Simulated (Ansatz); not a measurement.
Geometry optimisation, RHF/def2-SVP in Ansatz.

input.yaml

```yaml
crystal:
  periodic: [false, false, false]
  atoms:
    - { symbol: C, position_ang: [-2.0421, 0.2784, -0.9329] }
    - { symbol: Se, position_ang: [-1.6203, -1.1792, 0.2019] }
    - { symbol: Si, position_ang: [0.5852, -0.8759, -0.1865] }
    - { symbol: O, position_ang: [1.557, -2.2261, 0.415] }
    - { symbol: Si, position_ang: [1.3244, 0.9567, 0.8615] }
    - { symbol: F, position_ang: [2.9821, 1.1584, 0.6424] }
    - { symbol: H, position_ang: [-1.6733, 0.1574, -1.9658] }
    - { symbol: H, position_ang: [-3.1568, 0.4283, -0.9953] }
    - { symbol: H, position_ang: [-1.6662, 1.2807, -0.4911] }
    - { symbol: H, position_ang: [0.8635, -0.7375, -1.5926] }
    - { symbol: H, position_ang: [1.2334, -2.2883, 1.3992] }
    - { symbol: H, position_ang: [0.6415, 2.1473, 0.3581] }
    - { symbol: H, position_ang: [0.9921, 0.8651, 2.3011] }
basis:
  gaussian: { orbitals: def2-SVP }
hamiltonian:
  xc: hf
relax:
  f_tol: 0.015
  max_steps: 40
output:
  orbitals: {}
```

Command:

```bash
$ ansatz run input.yaml --threads 2 --pin off --max-ram 3072MiB --backend cpu --events-out ev --progress --plain --runs-dir out
```

Question: Where does it end, and by what steps?

Answer: It converged. The force dipped under the threshold on the way, but the program's further checks kept it going. After 11 steps the energy has fallen by 0.979 eV; H13 moved furthest, 0.41 Å.

| step | energy less start (eV) | largest force component (eV/Å) | accepted |
| --- | --- | --- | --- |
| 0 | 0.0000 | 3.575 | yes |
| 1 | -0.6366 | 2.545 | yes |
| 2 | -0.7503 | 1.929 | yes |
| 3 | -0.8998 | 0.888 | yes |
| 4 | -0.9584 | 0.318 | yes |
| 5 | -0.9742 | 0.190 | yes |
| 6 | -0.9781 | 0.032 | yes |
| 7 | -0.9789 | 0.020 | yes |
| 8 | -0.9790 | 0.033 | yes |
| 9 | -0.9791 | 0.014 | yes |
| 10 | -0.9792 | 0.013 | yes |
| 11 | -0.9792 | 0.013 | yes |

```xyz
13
Properties=species:S:1:pos:R:3
C -2.181 0.341 -1.082
Se -1.622 -1.007 0.233
Si 0.649 -0.906 -0.132
O 1.361 -2.276 0.449
Si 1.430 1.018 0.997
F 2.974 1.330 0.617
H -1.868 0.046 -2.080
H -3.267 0.374 -1.040
H -1.785 1.322 -0.833
H 0.899 -0.851 -1.584
H 1.429 -2.445 1.375
H 0.636 2.211 0.636
H 1.366 0.808 2.460
```

Run time: 41 s on 2 threads of Arm Neoverse V2 (shared host), peak memory 0.39 GiB.
